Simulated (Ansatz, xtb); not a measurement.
# C4H4O3: which of two isomers lies lower

We compare a, `O=CC1(C=O)CO1`, a singlet, with b, `O=C[C@@H]1O[C@H]1C=O`, a singlet. Both are isolated molecules in the gas phase, relaxed with B3LYP/def2-SVP; the shapes shown needn't be the lowest conformers.

a (Å):

| atom | x (Å) | y (Å) | z (Å) |
| --- | --- | --- | --- |
| C | -0.3755 | 0.2275 | 2.0886 |
| C | -0.2895 | -0.2017 | 0.6539 |
| C | 0.9604 | 0.1558 | -0.1244 |
| C | -1.0575 | -1.4103 | 0.2321 |
| O | 0.5830 | 0.5496 | 2.7440 |
| O | 1.0889 | -0.0955 | -1.2943 |
| O | -1.5224 | -0.1264 | -0.0674 |
| H | -1.4186 | 0.2236 | 2.4986 |
| H | 1.7516 | 0.6651 | 0.4742 |
| H | -1.6246 | -1.9737 | 0.9864 |
| H | -0.6462 | -1.9823 | -0.6096 |

b (Å):

```xyz
11

C    -2.3339   -0.3906   -0.3748
C    -1.2120   -1.3339   -0.0504
C     0.1823   -0.9048   -0.3655
C     1.1927   -1.9653   -0.6945
O    -3.3686   -0.7425   -0.8761
O    -0.3156   -0.9100    0.9589
O     1.9889   -1.8639   -1.5898
H    -2.1171    0.6766   -0.1066
H    -1.4701   -2.4018   -0.0698
H     0.3582    0.0769   -0.8269
H     1.1359   -2.8645   -0.0266
```

**Question.** Estimate E(b) − E(a) at the level CCSD(T)/def2-SVP + ΔMP2/def2-TZVPP.

**Answer.** CCSD(T)/def2-SVP + ΔMP2/def2-TZVPP gives E(b) − E(a) = −1.56 kcal/mol, favouring structure b, but this leans on the basis-set step: CCSD(T) alone gives −0.34 kcal/mol.

The same difference at several levels:

| level | geometry | E(b) − E(a) (kcal/mol) | departure from the last row (kcal/mol) | job, with rough time for the two |
| --- | --- | --- | --- | --- |
| GFN2-xTB | GFN2-xTB | −2.08 | −0.52 | optimisation, 0.32 s |
| HF/STO-3G | GFN2-xTB | −0.64 | +0.92 | single point, 0.64 s |
| r2SCAN-D4/def2-SVP | GFN2-xTB | −0.87 | +0.69 | single point, 4.3 s |
| B3LYP/def2-SVP | B3LYP/def2-SVP | −1.58 | −0.02 | optimisation, 48 s |
| HF/def2-SVP | B3LYP/def2-SVP | −1.55 | +0.01 | part of the CCSD(T) run |
| MP2/def2-SVP | B3LYP/def2-SVP | −0.19 | +1.37 | part of the CCSD(T) run |
| CCSD(T)/def2-SVP | B3LYP/def2-SVP | −0.34 | +1.21 | single point |
| CCSD(T)/def2-SVP + ΔMP2/def2-TZVPP | B3LYP/def2-SVP | −1.56 |  | single point, 76 s |

As drawn, both hold the same kinds of bond in the same numbers.

MP2/def2-SVP, CCSD(T)/def2-SVP find them nearly level. The largest departure from CCSD(T)/def2-SVP + ΔMP2/def2-TZVPP is that of MP2/def2-SVP, 1.37 kcal/mol. The last row adds to CCSD(T) the change of the MP2 difference between the two basis sets, here −1.21 kcal/mol.

With thermal terms from frequencies at re-optimised GFN2-xTB minima (ideal gas, soft modes damped towards free rotors, one conformer each, 298.15 K, 1 atm): on the last row, ΔE + ΔZPE = −1.46, ΔH = −1.53, ΔG = −1.10 kcal/mol.

The correlated steps freeze 7 core orbitals. Mirror images aren't counted in ΔG. Run with Ansatz 0.2.0, xtb 6.7.1; the last row on 2 threads of Intel(R) Xeon(R) Processor @ 2.70GHz on a shared host.
